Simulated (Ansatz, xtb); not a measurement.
# C4H8OSi: 3 structures ranked

3 gas-phase structures of C4H8OSi, from a drawn sample of its isomers (lower ones may exist). Each was relaxed with GFN2-xTB; where two conformers were screened, the lower at r2SCAN-D4/def2-SVP is listed:

A. `C#CC[SiH2]CO`, a singlet
B. `C#C[Si](C)(C)O`, a singlet
C. `C#CC[Si@@H](C)O`, a singlet

**Question.** Estimate their order in r2SCAN-D4/def2-SVP energy at these geometries, lowest first.

**Answer.** Calculated order at r2SCAN-D4/def2-SVP: B (0.0), C (11.9), A (59.3) kcal/mol.

Energies above the lowest of each column, in kcal/mol; the last columns are at PBE-D3(BJ)/def2-SVP geometries:

| structure | GFN2-xTB | HF/STO-3G | r2SCAN-D4/def2-SVP | PBE-D3(BJ)/def2-SVP | CCSD(T)/def2-SVP + ΔMP2/def2-TZVPP |
| --- | --- | --- | --- | --- | --- |
| B | 7.8 | 0.0 | 0.0 | 0.0 | 0.0 |
| C | 0.0 | 15.9 | 11.9 | 9.8 | 14.5 |
| A | 40.3 | 40.8 | 59.3 | 54.8 | 66.4 |

CCSD(T)/def2-SVP + ΔMP2/def2-TZVPP puts B lowest; GFN2-xTB picks C. Flexible structures stand in one conformer each, not always the lowest. The ΔMP2 step shifts differences by up to 7.2 kcal/mol, which makes them less sure. ΔMP2 is the change of the MP2 energy from the smaller to the larger basis.

Programs: Ansatz 0.2.0, xtb 6.7.1.
